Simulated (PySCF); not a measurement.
# Electron correlation in Cu⁺ (copper, charge +1)

[Ar] 3d9 4s1, high-spin 3D determinant (an excited configuration). Calculation: PySCF 2.14, in dyall-av2z; the non-relativistic Hamiltonian (point nucleus). Frozen: [Ar]; 10 electrons correlated; the 33 highest virtual orbitals of each spin left out.

MP2 pair energies summed by pair of shells (mhartree):

```json
{"pair": "3d-3d", "energy": "-301.92", "share (%)": "93.0"}
{"pair": "3d-4s", "energy": "-22.71", "share (%)": "7.0"}
```

Total MP2 correlation energy: -324.63 mhartree.

Same-spin part -121.33 and opposite-spin part -203.30 mhartree; SCS-MP2 scales them by 1/3 and 6/5 to -284.40 mhartree.
